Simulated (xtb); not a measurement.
Ga(H)2(OH) (GaH₃O), SMILES [OH][GaH2]. All values are semi-empirical tight-binding results from xtb (GFN2-xTB unless named), good for trends rather than for accurate numbers. The structure is a stationary point at GFN2-xTB.

Optimised geometry:

```xyz
5

Ga    -0.0025     0.3500     0.0000
H      1.3976     0.9833     0.0000
H     -1.3459     1.1146     0.0000
O      0.0281    -1.3362     0.0000
H     -0.2003    -2.2592     0.0000
```
Charge 0, spin multiplicity 1.

For metal compounds this method's bond lengths and energies can be far off.

Computed properties:
- point group as xtb finds it: Cs
- orbital gap: 5.28 eV
- zero-point energy: 14.1 kcal/mol
- G − E(el) at 298.15 K (modified RRHO): -2.1 kcal/mol

Q: Give the atomic charges and the Wiberg bond orders between heavy atoms. (The exact figures need the calculation; the answer reports its results.)

A: charges (e) Ga1 0.18, H2 -0.02, H3 -0.03, O4 -0.45, H5 0.32. Bond orders Ga1–O4 1.37.
